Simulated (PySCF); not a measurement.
HNSi, SMILES [Si-]#[NH+]. The structure is a stationary point at PBE-D3(BJ)/def2-TZVPD.

Problem. Give the equilibrium geometry at PBE-D3(BJ)/def2-TZVPD (PySCF confirms it by a frequency run) as bond lengths and angles, and its point group. (An estimate is asked for; the answer gives what the named calculation found.)

Solution. point group C∞v.
Atoms: H1 N2 Si3. Bonded distances (Å): H1–N2 1.009, N2–Si3 1.564. Bond angles (°): H1–N2–Si3 180.0.
Charge 0, spin multiplicity 1.
